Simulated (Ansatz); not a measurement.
CH5AlClN (`C[NH][AlH][Cl]`) at its PBE0-D4/def2-TZVP geometry, where that method's forces vanish. The species carries charge 0 and has multiplicity 1.

```xyz
9

C     0.3502   -1.2404    0.0070
N    -0.5303   -0.1248   -0.2728
Al   -0.3084    1.5870    0.0586
Cl    1.4765    2.1721    0.9983
H    -0.1132   -1.9733    0.6771
H     0.6537   -1.7651   -0.9060
H     1.2587   -0.8817    0.4943
H    -1.3845   -0.4181   -0.7244
H    -1.4025    2.6443   -0.3320
```

What forces (eV/Å) does r2SCAN-D4/def2-TZVPP give on these atoms in Ansatz? (Best estimate.)

The calculation gave: 
```
C1   0.143 -0.190  0.044
N2  -0.104  0.173 -0.028
Al3 -0.029  0.081 -0.003
Cl4  0.024  0.005  0.013
H5   0.005  0.001 -0.009
H6  -0.004 -0.001  0.009
H7  -0.021 -0.002 -0.011
H8  -0.031 -0.035 -0.020
H9   0.016 -0.032  0.004
```
